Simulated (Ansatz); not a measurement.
The first iterations of a band of C₃H₁₁GeN (16 atoms, charge 0, multiplicity 1).

Level of theory: RKS PBE0/def2-SVP (Ansatz 0.2.0).

```json
{
  "movable images": "7",
  "climbing image": "yes",
  "spring": "5.0 eV/Å²",
  "optimiser": "quadratic models (default)",
  "start path": "IDPP",
  "force threshold": "0.05 eV/Å",
  "iteration limit": "45",
  "end points": "relaxed"
}
```

First end point:

```xyz
16
Properties=species:S:1:pos:R:3
C 0.014 1.201 -0.995
C 0.094 0.146 0.104
C 1.328 -0.737 -0.093
N 0.069 0.830 1.393
Ge -1.565 -0.950 0.068
H 0.917 1.840 -0.972
H -0.040 0.749 -1.997
H -0.859 1.855 -0.854
H 1.404 -1.508 0.691
H 2.245 -0.122 -0.044
H 1.323 -1.251 -1.068
H 0.222 0.169 2.153
H 0.835 1.505 1.444
H -1.594 -1.878 -1.168
H -2.805 -0.039 0.043
H -1.609 -1.832 1.337
```

Last end point:

```xyz
16
Properties=species:S:1:pos:R:3
C 0.003 1.162 -1.072
C 0.167 0.173 0.077
C 1.442 -0.645 -0.101
N 0.278 0.929 1.321
Ge -1.413 -1.052 0.140
H 0.860 1.857 -1.085
H -0.049 0.649 -2.044
H -0.913 1.765 -0.962
H 1.581 -1.366 0.721
H 2.315 0.030 -0.104
H 1.432 -1.211 -1.045
H -0.557 1.489 1.488
H 0.383 0.308 2.122
H -1.624 -1.902 -1.134
H -2.683 -0.203 0.380
H -1.246 -2.007 1.345
```

| iteration | highest image above the first end (eV) | largest band force component (eV/Å) |
| --- | --- | --- |
| 1 | 0.297 | 1.364 |
| 2 | 0.201 | 0.720 |

Problem. Does the band converge within its limit, and where does its top end?

Solution. The forces met the threshold. It ended after 5 iterations with the highest image 0.168 eV above the first end. A vibrational analysis at the climbing image gives one clearly imaginary mode, 342i cm⁻¹: a first-order saddle point.

The run took 3.5 min on 2 threads of Arm Neoverse V2 (shared host), peak memory 0.45 GiB.
